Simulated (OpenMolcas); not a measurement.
An atom or ion with 38 electrons was computed by MS-RASPT2, IPEA 0.25 Eh, imaginary shift 0.1 Eh with spin-orbit coupling (OpenMolcas, ANO-RCC-VTZP, DKH2). The lowest levels that the run gave, each within 12 % of the measured value where one is at hand:

```csv
J,Parity,E (cm-1),g
2,even,0.0,0.670
3,even,704,1.084
4,even,1527,1.250
2,even,5390,1.007
0,even,8470,
1,even,8750,1.501
2,even,9260,1.489
4,even,11490,1.000
1,even,18380,0.499
2,even,18770,1.166
3,even,19430,1.334
0,even,23520,
```

Problem. Which ion is it, and what are the configurations and terms?

Solution. Zr²⁺ (Z = 40, charge +2; active space 2 electrons in 9 orbitals (RAS2 4d 5s; RAS3 5p, at most 2 electrons)). J, parity and g give the terms where levels are pure, and mixed ones are named by the computed weights; the size of the splittings, set against known spectra of the 38-electron sequence, gives the charge. In order, with the measured energies in cm-1 (Moore, Atomic Energy Levels, vol. II, NSRDS-NBS 35 (1971 reprint of NBS Circular 467, 1952); NIST levels as listed in Rynkun, Gaigalas and Jonsson, Astron. Astrophys. 637, A10 (2020)): 4d2 3F2, 4d2 3F3 (681), 4d2 3F4 (1486), 4d2 1D2 (5742), 4d2 3P0 (8062), 4d2 3P1 (8326), 4d2 3P2 (8838), 4d2 1G4 (11049), 4d 5s 3D1 (18399), 4d 5s 3D2 (18803), 4d 5s 3D3, 4d2 1S0 (23979).

CASPT2 does not keep the components of a term degenerate, so their means are used; among the terms shown or strongly mixed into the levels shown the widest spread is 700 cm-1 (4d2 1G). Terms from blocks run as CI alone lack orbitals of their own. A single d shell beside an s shell can misplace configurations of different d count against each other. Measured partners are found by configuration, term and J. A level has none where our copy of the source lacks it or the pairing is in doubt (some pairs that miss far off the trend of their configuration count as doubtful), and it then counts in no deviation. Only configurations of the active space appear.
